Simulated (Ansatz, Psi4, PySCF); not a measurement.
C$_{2}$H$_{6}$AlF, charge -1, doublet, geometry from GFN2-xTB (such geometries of metal compounds can be far from the true shape) (a state made from the parent by changing its charge; the spin is typed, not shown lowest) (in this run its highest filled SCF level lies above zero, so its values depend strongly on the basis, on diffuse functions most of all). Base run: B3LYP/STO-3G run with PySCF.

PySCF was given this input:
```python
from pyscf import gto, scf, dft

mol = gto.Mole()
mol.atom = '''
    Al   -0.267434   -0.389866   -0.348172
    C     1.808614   -0.082246   -0.554623
    H     2.385613   -0.953469   -0.213630
    H     2.225080    0.780883   -0.015246
    H     2.090376    0.063333   -1.608299
    C    -0.574587   -0.491818    1.735728
    H    -1.642011   -0.603277    1.978854
    H    -0.227807    0.374193    2.318045
    H    -0.079055   -1.366980    2.179183
    F    -0.964412    1.135329   -0.799922
'''
mol.basis = 'sto-3g'
mol.charge = -1
mol.spin = 1
mol.verbose = 3
mol.build()

mf = dft.UKS(mol)
mf.xc = 'b3lyp'
mf.kernel()
```

The same geometry, method and basis name were run in Ansatz (a program for electronic structure) and Psi4 and PySCF, at each program's defaults and at the settings that a row names. The base is PySCF at its defaults. Differences at the defaults can come from grids, fitting, cores and function types together.

```tsv
code and settings	ΔE vs base (mEh)	basis functions	E (Eh)	SCF cycles
PySCF, defaults (exact integrals, its default grid, spherical functions)	0.000	30	-416.63881	9
Psi4, defaults (density fitting with its default set, its default grid, spherical functions)	-1.481	30	-416.64029	8
Ansatz, defaults (factorised integrals, its default grid, spherical functions)	0.001	30	-416.63881	-
PySCF, density fitting with def2-universal-jkfit	-1.521	30	-416.64033	9
PySCF, fine grid	0.000	30	-416.63881	9
Psi4, exact integrals, spherical functions, fine grid	0.005	30	-416.63880	11
Ansatz, high accuracy	-0.002	30	-416.63881	-
```

Open shells are given as the SCF converged; they aren't shown to be the lowest states, and a large step between rows can be another state.
